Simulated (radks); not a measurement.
Spin polarisation of the 5d1 shell in the hafnium ion Hf3+. Start: [Xe] 4f14 5d(up 0.5, down 0.5); electrons of 5d are moved from spin down to spin up, other shells keep equal spins. Calculated with a radial shooting solver on a logarithmic mesh with Libxc functionals: non-relativistic Kohn-Sham, BLYP, spin-polarised, spherical densities, point nucleus.

moment (Bohr magnetons)  E - E(0) (eV)  e(5d up) (eV)  e(5d down) (eV)  4f down minus up (eV)
0                                0.000        -27.910          -27.910                  0.000
0.25                            -0.011        -27.998          -27.817                  0.026
0.5                             -0.045        -28.082          -27.723                  0.052
0.75                            -0.101        -28.161          -27.629                  0.077
1                               -0.178        -28.234          -27.535                  0.103

At moment 1 the spin-polarisation energy is -0.178 eV and the 5d exchange splitting 0.699 eV, that is 0.699 eV per Bohr magneton; E = -I m^2/4 would give I = 0.712 eV.
